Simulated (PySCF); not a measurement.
H₂O₄P, SMILES OP([O])(=O)O, multiplicity 2. Atoms are numbered in the order given.

```xyz
7

O     -1.0959    -0.3946    -1.0549
P     -0.0775    -0.0302     0.0150
O     -0.9419     0.1876     1.2500
O      0.8379     1.2286    -0.3898
O      1.0645    -1.1108     0.2593
H      0.3181     1.9924    -0.6742
H      1.9275    -0.8262    -0.0681
```
Charge 0, spin multiplicity 2.

Coordinates come from a PBE0-D3(BJ)/def2-SVP optimisation. The isomer is the one that the SMILES or the coordinates give; other isomers of the formula were not compared. Other conformers were not sampled.

Level of theory: B3LYP/def2-TZVP (PySCF).

ESP charges are fitted to the potential on shells at 1.4 to 2.0 van der Waals radii. Atomic charges (e):

| atom | ESP fit | Mulliken | meta-Löwdin | Löwdin | Mulliken spin |
|---|---|---|---|---|---|
| O1 | -0.43 | -0.36 | -0.63 | ? | 0.52 |
| P2 | 1.10 | 0.95 | 1.87 | ? | -0.08 |
| O3 | -0.40 | -0.35 | -0.61 | ? | 0.54 |
| O4 | -0.62 | -0.48 | -0.70 | ? | 0.02 |
| O5 | -0.53 | -0.45 | -0.68 | ? | 0.02 |
| H6 | 0.44 | 0.35 | 0.38 | ? | 0.00 |
| H7 | 0.44 | 0.35 | 0.38 | ? | 0.00 |

Problem. Some entries are withheld; supply them. (An estimate is asked for; the answer gives what the named calculation found.)

Solution. 
- O1, Löwdin: -0.11
- P2, Löwdin: 0.05
- O3, Löwdin: -0.10
- O4, Löwdin: -0.13
- O5, Löwdin: -0.09
- H6, Löwdin: 0.19
- H7, Löwdin: 0.19

Computed Mayer and Wiberg (Löwdin basis) orders of the bonds:
```csv
bond,Mayer,Wiberg
O1–P2,1.63,2.10
P2–O3,1.62,2.08
P2–O4,1.17,1.59
P2–O5,1.22,1.63
O4–H6,0.86,1.01
O5–H7,0.85,1.01
```
